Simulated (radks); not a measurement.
The numbers below are computed, except where a source is named.
Excited configurations of Tb III: one electron is placed in a higher orbital outside [Xe] 4f8. The ground configuration is [Xe] 4f9. Level of theory: Dirac Kohn-Sham, PBEsol, spin-unpolarised, spherical densities, finite nucleus; open shells fill j = l - 1/2 first; Fermi nuclear charge, rms radius 5.06 fm (a radial shooting solver on a logarithmic mesh with Libxc functionals). Excitation = E - E(ground); binding = E(ion) - E, where the ion is the core of charge +3; n* = 3/sqrt(2 binding) in atomic units, and the quantum defect is n - n*.

| outer orbital | excitation (eV) | binding (eV) | n* | quantum defect | eigenvalue (eV) | <r> (bohr) |
|---|---|---|---|---|---|---|
| 6s1/2 | 5.286 | 19.481 | 2.507 | 3.493 | -16.363 | 3.277 |
| 6d3/2 | 15.183 | 9.584 | 3.575 | 2.425 | -7.967 | 5.632 |
| 7s1/2 | 14.754 | 10.012 | 3.497 | 3.503 | -8.583 | 6.302 |
| 7f5/2 | 21.060 | 3.707 | 5.748 | 1.252 | -3.140 | 14.94 |

Estimate the row for 6p1/2.

Answer. excitation (eV) 9.476; binding (eV) 15.291; n* 2.830; quantum defect 3.170; eigenvalue (eV) -12.751; <r> (bohr) 3.857. The Delta-SCF ionisation energy is 24.766 eV (NIST Atomic Spectra Database: 21.82 eV, semi-empirical). Self-interaction in the functional shifts the binding energies and quantum defects, so they are the method's values and not measured ones. Spin polarisation and multiplet splitting are left out, so open shells lie too high by an amount that depends on their filling.

Beside tabulated values, note that spin-unpolarised runs miss the spin-polarisation part of the exchange energy of open shells.
